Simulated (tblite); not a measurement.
Compound: C5H5ClF2.
Numbering: `[CH:1]#[C:2][CH2:3][C:4]([F:5])([F:6])[CH2:7][Cl:8]` (hydrogens: H9 on C1; H10, H11 on C3; H12, H13 on C7)

Computed with GFN2-xTB (tblite), gas phase: Langevin dynamics at 600 K from the optimised GFN2-xTB geometry, time step 0.5 fs, friction 0.01 fs⁻¹, 2000 steps.

Start geometry:
```
atom  x, y, z in Å
C1      2.387   -0.720    0.525
C2      1.481    0.061    0.502
C3      0.375    0.994    0.442
C4     -0.676    0.542   -0.571
F5     -1.697    1.444   -0.593
F6     -0.159    0.581   -1.836
C7     -1.228   -0.866   -0.353
Cl8    -1.828   -1.071    1.305
H9      3.192   -1.391    0.562
H10    -0.104    1.075    1.420
H11     0.738    1.980    0.139
H12    -0.428   -1.588   -0.521
H13    -2.057   -1.040   -1.041
```

The statistics below take the 31 frames saved every 25 fs from 250 to 1000 fs; their kinetic temperature (all 3N coordinates) averages 674 K.

Task: How do the bond lengths spread?

Result: 
```
  bond  start (Å)  mean (Å)  standard deviation (Å)  shortest (Å)  longest (Å)
 C1≡C2      1.196     1.202                   0.015         1.172        1.226
 C2–C3      1.448     1.465                   0.043         1.393        1.550
 C3–C4      1.528     1.541                   0.061         1.429        1.685
 C4–F5      1.362     1.379                   0.052         1.254        1.550
 C4–F6      1.368     1.383                   0.038         1.294        1.468
 C4–C7      1.528     1.532                   0.060         1.441        1.673
C7–Cl8      1.774     1.789                   0.062         1.633        1.932
 C1–H9      1.049     1.054                   0.030         1.003        1.108
C3–H10      1.093     1.097                   0.043         0.990        1.185
C3–H11      1.094     1.104                   0.048         1.026        1.196
C7–H12      1.090     1.100                   0.038         1.032        1.168
C7–H13      1.091     1.102                   0.047         1.027        1.195
```

Task: Give the same statistics for bond angles, one of each kind among heavy atoms.

Result: 
| angle | start (°) | mean (°) | standard deviation (°) | smallest (°) | largest (°) |
| --- | --- | --- | --- | --- | --- |
| C1–C2–C3 | 178.6 | 166.6 | 6.9 | 154.8 | 178.5 |
| C2–C3–C4 | 111.3 | 111.4 | 5.6 | 98.4 | 126.8 |
| C3–C4–F5 | 109.3 | 109.6 | 4.3 | 101.6 | 120.2 |
| C3–C4–C7 | 115.2 | 116.0 | 4.4 | 108.6 | 124.9 |
| F5–C4–F6 | 104.5 | 103.7 | 4.4 | 96.3 | 115.6 |
| F5–C4–C7 | 110.0 | 109.1 | 5.7 | 95.4 | 121.0 |
| F6–C4–C7 | 107.1 | 107.7 | 5.0 | 96.3 | 115.4 |
| C4–C7–Cl8 | 111.2 | 111.6 | 5.7 | 101.0 | 125.0 |

Task: How far does each atom move about its mean position (frames aligned on the start, all atoms weighted alike), and what rms force does it feel?

Result: 
```
atom  rms displacement (Å)  rms force (eV/Å)
  C1                  0.25              2.41
  C2                  0.19              2.07
  C3                  0.11              2.92
  C4                  0.11              3.09
  F5                  0.24              1.69
  F6                  0.25              1.35
  C7                  0.16              2.68
 Cl8                  0.48              1.24
  H9                  0.39              1.20
 H10                  0.28              1.66
 H11                  0.24              1.64
 H12                  0.41              1.28
 H13                  0.32              1.54
```

The displacements run from 0.11 to 0.48 Å, the largest at Cl8.

Task: Follow the torsions C2–C3–C4–F5 and C3–C4–C7–Cl8 through every second one of these frames.

Result: 
```json
{"t (fs)": "250", "C2–C3–C4–F5 (°)": "175", "C3–C4–C7–Cl8 (°)": "65"}
{"t (fs)": "300", "C2–C3–C4–F5 (°)": "179", "C3–C4–C7–Cl8 (°)": "59"}
{"t (fs)": "350", "C2–C3–C4–F5 (°)": "-170", "C3–C4–C7–Cl8 (°)": "68"}
{"t (fs)": "400", "C2–C3–C4–F5 (°)": "-168", "C3–C4–C7–Cl8 (°)": "65"}
{"t (fs)": "450", "C2–C3–C4–F5 (°)": "-164", "C3–C4–C7–Cl8 (°)": "46"}
{"t (fs)": "500", "C2–C3–C4–F5 (°)": "176", "C3–C4–C7–Cl8 (°)": "40"}
{"t (fs)": "550", "C2–C3–C4–F5 (°)": "-178", "C3–C4–C7–Cl8 (°)": "39"}
{"t (fs)": "600", "C2–C3–C4–F5 (°)": "-179", "C3–C4–C7–Cl8 (°)": "36"}
{"t (fs)": "650", "C2–C3–C4–F5 (°)": "173", "C3–C4–C7–Cl8 (°)": "21"}
{"t (fs)": "700", "C2–C3–C4–F5 (°)": "165", "C3–C4–C7–Cl8 (°)": "50"}
{"t (fs)": "750", "C2–C3–C4–F5 (°)": "162", "C3–C4–C7–Cl8 (°)": "54"}
{"t (fs)": "800", "C2–C3–C4–F5 (°)": "165", "C3–C4–C7–Cl8 (°)": "76"}
{"t (fs)": "850", "C2–C3–C4–F5 (°)": "168", "C3–C4–C7–Cl8 (°)": "78"}
{"t (fs)": "900", "C2–C3–C4–F5 (°)": "-173", "C3–C4–C7–Cl8 (°)": "73"}
{"t (fs)": "950", "C2–C3–C4–F5 (°)": "-162", "C3–C4–C7–Cl8 (°)": "53"}
{"t (fs)": "1000", "C2–C3–C4–F5 (°)": "-145", "C3–C4–C7–Cl8 (°)": "29"}
```

Largest departure from the start value over all these frames: C2–C3–C4–F5 35° (start 180°), C3–C4–C7–Cl8 40° (start 53°).

Task: How widely does the potential energy scatter, against a harmonic estimate?

Result: Mean 0.90 eV above the start, standard deviation 0.133 eV, range 0.63 to 1.29 eV. For 33 classical harmonic modes at 600 K the canonical values are 33kT/2 = 0.85 eV and kT·√(33/2) = 0.210 eV.

The run is classical and short, so these are rough statistics of one trajectory.

What follows is the cost of the whole dynamics run. Hardware: one thread, Arm Neoverse V2 (aarch64), no GPU, shared host with 192 logical CPUs at a one-minute load of 100. Cost: 11 s of wall time, 0.19 GiB resident at most.
